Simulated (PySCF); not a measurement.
Estimate the missing entries of this data sheet.

Species: C₇H₅FN (charge +1).
Cartesian coordinates in Å at the GFN2-xTB level; atoms count from 1:
```
atom  x, y, z in Å
C1     3.2543   -0.8014   -0.0060
C2     2.0848   -0.5245   -0.0036
C3     0.7174   -0.1755   -0.0052
C4     0.3014    1.1229   -0.3604
C5    -1.0419    1.4471   -0.3556
C6    -1.9492    0.4654    0.0058
F7    -3.2442    0.6661    0.0419
N8    -1.5449   -0.7651    0.3435
C9    -0.2508   -1.1092    0.3479
H10    4.2775   -1.0481   -0.0065
H11    1.0412    1.8603   -0.6360
H12   -1.3979    2.4304   -0.6216
H13   -2.2571   -1.4490    0.6042
H14    0.0087   -2.1197    0.6294
```

```csv
property,level,value
point group of the GFN2-xTB geometry,GFN2-xTB,?
"rotational constants A, B, C of the GFN2-xTB geometry",GFN2-xTB,?
HOMO energy,CAM-B3LYP/def2-SVPD,-13.13 eV
LUMO energy,CAM-B3LYP/def2-SVPD,?
lowest singlet excitation,TDDFT CAM-B3LYP/def2-SVPD,?
strongest line among the 8 lowest singlet transitions,TDDFT CAM-B3LYP/def2-SVPD,?
lowest triplet excitation (Tamm–Dancoff),TDA CAM-B3LYP/def2-SVPD,?
static isotropic polarisability,CAM-B3LYP/def2-SVPD,83.3 au
electronic spatial extent ⟨r²⟩ about the centre of nuclear charge,CAM-B3LYP/def2-SVPD,?
```

Gas-phase values; electronic properties from PySCF, density fitting. Geometry: GFN2-xTB; no solvent, vibrations or thermal averaging.

(1) The LUMO energy?

(2) Give the point group of the GFN2-xTB geometry.

(3) What is the electronic spatial extent ⟨r²⟩ about the centre of nuclear charge?

(4) The lowest triplet excitation (Tamm–Dancoff)?

(5) Give the lowest singlet excitation.

(6) What are the rotational constants A, B, C of the GFN2-xTB geometry?

(7) The strongest line among the 8 lowest singlet transitions?

Results:

(1) -6.06 eV.

(2) Cs.

(3) 1221 bohr².

(4) 3.28 eV.

(5) 4.39 eV (282 nm, f = 0.070).

(6) 5.657, 0.989, 0.842 GHz.

(7) S4 at 5.14 eV (241 nm, f = 0.230).

The vertical singlet–triplet gap S1 − T1 is 1.11 eV (TDDFT singlet less Tamm–Dancoff triplet; S1: HOMO→LUMO, weight 0.95; T1: HOMO→LUMO, weight 0.88). The largest Löwdin shares of the HOMO are 0.30 on C1, 0.28 on C2, 0.10 on C9 and 0.10 on C3. The principal polarisabilities are 44.0, 76.6 and 129.4 au; their mean is the isotropic value. With B = h/(8π²I), that is 505.379 GHz u Å² over I, the principal moments of inertia are 89.3, 510.8 and 600.1 u Å² (most abundant isotopes). No computed singlet falls in the visible range (750 to 380 nm, 1.65 to 3.26 eV); S1 lies 1.13 eV above its blue end.
